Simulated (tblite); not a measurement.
Method: GFN2-xTB as coded in tblite; computed harmonic values from a numerical Hessian at the method's own geometry, unscaled. Errors from tens to a few hundred cm⁻¹ against measured bands are possible. Modes of hydrogen on phosphorus and silicon can be 10 to 20 % off. One conformer each. Thermal functions are those of the rigid rotor and harmonic oscillator, without mixing of conformers.

Question: Order these by their zero-point energy, highest first (kJ/mol).
A. `C[C@@]1(F)C[C@H](F)CCCO1`
B. `FC[C@@H]1O[C@@H](F)[C@H]1CCl`
C. `ClC([SiH2]P[SiH2]Cl)Cl`
D. `Cc1ccc(C)[p-]1`
E. `CC[C@@H]1C[C@H](F)[C@H]1OCF`
F. `C#CC(CC)(CC)C[SiH3]`

Answer: F (550.0), A (478.1), E (475.1), D (309.2), B (302.8), C (164.6).

```csv
SMILES,atoms,mass (u),symmetry number,modes under 300 cm⁻¹,ZPE (kJ/mol),S translation (J/(mol K)),S rotation,S vibration,S,Cp
C#CC(CC)(CC)C[SiH3],25,140.10,1,10,550.0,170.5,124.9,158.3,453.7,206.9
C[C@@]1(F)C[C@H](F)CCCO1,22,150.09,1,7,478.1,171.4,124.0,105.1,400.4,168.0
CC[C@@H]1C[C@H](F)[C@H]1OCF,22,150.09,1,8,475.1,171.4,126.8,138.7,436.9,169.6
Cc1ccc(C)[p-]1,15,111.04,2,5,309.2,167.6,110.4,81.5,359.5,124.8
FC[C@@H]1O[C@@H](F)[C@H]1CCl,16,156.02,1,7,302.8,171.8,125.5,110.6,407.9,140.0
Cl[SiH2]P[SiH2]C(Cl)Cl,13,209.88,1,8,164.6,175.5,130.2,165.1,470.8,175.7
```

Entropies and Cp are for 298.15 K and 1 bar.
